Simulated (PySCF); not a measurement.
niobium atom (Nb), sextet (core potentials on Nb). Base run: TPSS/def2-SV(P) (PySCF).

Here is a job for PySCF.
```python
from pyscf import gto, scf, dft

mol = gto.Mole()
mol.atom = '''
    Nb    0.00000000    0.00000000    0.00000000
'''
mol.basis = 'def2-sv(p)'
mol.ecp = {'Nb': 'def2-sv(p)'}
mol.spin = 5
mol.verbose = 3
mol.build()

mf = dft.UKS(mol)
mf.xc = 'tpss'
mf.kernel()
mf.analyze()
```

Each row names what was changed in the base input (with any setting that the change needs).

| change | ΔE vs base (mEh) | fitting functions | outcome |
|---|---|---|---|
| base | 0.000 | - | converged |
| auxbasis = even-tempered beta=3.0 | -50.350 | 109 | converged |
| auxbasis = even-tempered beta=2.0 | -0.610 | 168 | converged |
| auxbasis = cc-pvdz-jkfit | - | - | stopped with an error |
| auxbasis = def2-universal-jkfit | -0.026 | 255 | converged |
| auxbasis = def2-universal-jfit | -0.010 | 89 | converged |
| auxbasis = default (with mf = mf.density_fit()) | -0.010 | 89 | converged |
| auxbasis = even-tempered beta=1.6 | -0.002 | 244 | converged |
| auxbasis = def2-tzvp-ri | - | - | stopped with an error |
| auxbasis = autoaux | -0.003 | 201 | converged |

A fitting set is made for a task (jfit for Coulomb, jkfit for Coulomb and exchange, ri for correlation) and for a family of orbital bases.

Open shells are given as the SCF converged; they aren't shown to be the lowest states, and a large step between rows can be another state.

- auxbasis = cc-pvdz-jkfit: ended with `pyscf.lib.exceptions.BasisNotFoundError: Basis set not found for Nb in cc-pvdz-jkfit`
- auxbasis = def2-tzvp-ri: ended with `pyscf.lib.exceptions.BasisNotFoundError: Basis set not found for Nb in def2-tzvp-ri`
